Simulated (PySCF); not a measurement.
Ta (tantalum, neutral) across methods

[Xe] 4f14 5d4 6s1, high-spin 6D determinant (an excited configuration). Computed with PySCF 2.14 in aug-cc-pVDZ-PP with ECP60MDF (5s5p4d2f, 54 functions), with scalar relativity through the core potential.

```tsv
method	E (hartree)	mean ε 5p β (eV)	mean ε 6s α (eV)	mean ε 5d α (eV)	Σ⟨r²⟩ (bohr²)	⟨S²⟩
PBE0	-57.2611	-37.708	-6.034	-4.382	54.59	8.751
PBEsol	-57.1892	-35.597	-5.503	-3.364	55.14	8.751
PBE	-57.2973	-35.702	-5.438	-3.370	55.26	8.751
BLYP	-57.2471	-35.756	-5.184	-3.077	55.69	8.750
r2SCANh	-57.2871	-37.028	-5.913	-3.944	54.36	8.752
UHF	-56.73256	-42.917	-7.489	-7.079	54.63	8.756
r2SCAN	-57.3054	-36.313	-5.689	-3.552	54.51	8.752
LDA	-57.1294	-35.709	-5.648	-3.449	55.46	8.750
wB97X	-57.2269	-40.200	-7.351	-6.192	54.46	8.752
```

Energies and moments cover only the electrons outside the core potential. Spin-orbit coupling, absent here, splits the open shell strongly.
